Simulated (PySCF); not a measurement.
# BeN: frontier orbitals

PBE0 at R = 1.609 Å; Be def2-TZVP, N def2-TZVP; no relativity (PySCF 2.14). State: ⁴Σ⁻ (quartet), unpaired electrons σ ↑, π ↑↑. Only the outer orbitals are listed, counted within each symmetry.

```csv
spin,orbital,occ.,ε (eV),on Be (%),main shells (%)
α,3σ,1,-22.27,14,85 N s
α,1π,1,-9.60,9,90 N p
α,1π,1,-9.60,9,90 N p
α,4σ,1,-9.55,23,"70 N p, 20 Be s"
α,5σ,1,-6.24,93,"61 Be s, 32 Be p"
α,2π,0,-0.84,97,95 Be p
α,2π,0,-0.84,97,95 Be p
α,6σ,0,0.81,107,"88 Be s, 18 Be p"
β,3σ,1,-18.53,19,"79 N s, 9 Be p, 9 Be s"
β,4σ,1,-8.17,20,"70 N p, 16 Be s, 9 N s"
β,1π,0,-3.27,31,"69 N p, 28 Be p"
β,1π,0,-3.27,31,"69 N p, 28 Be p"
β,5σ,0,-2.03,94,"70 Be s, 23 Be p"
```

Which are the highest filled and the lowest empty level, where do they sit, and how wide is the gap?

Highest filled α 5σ at -6.24 eV (in %: 61 Be s, 32 Be p); lowest empty β 1π at -3.27 eV (in %: 69 N p, 28 Be p); the gap at PBE0 is 2.97 eV.

The bond order (Mayer) is 1.24. The ⟨S²⟩ is 3.754, the charge on Be (Mulliken, basis-dependent) is 0.13 and the charge on Be (Löwdin, basis-dependent) is 0.07. The dipole moment (positive dipole means Be(−)N(+)) is -1.33 D, the polarisability along the bond is 30.8 bohr³ and the polarisability across the bond is 33.0 bohr³.

Shares are Mulliken populations and can fall outside 0 to 100 %.

The state was picked by a PBE0 search and need not be the measured ground state.
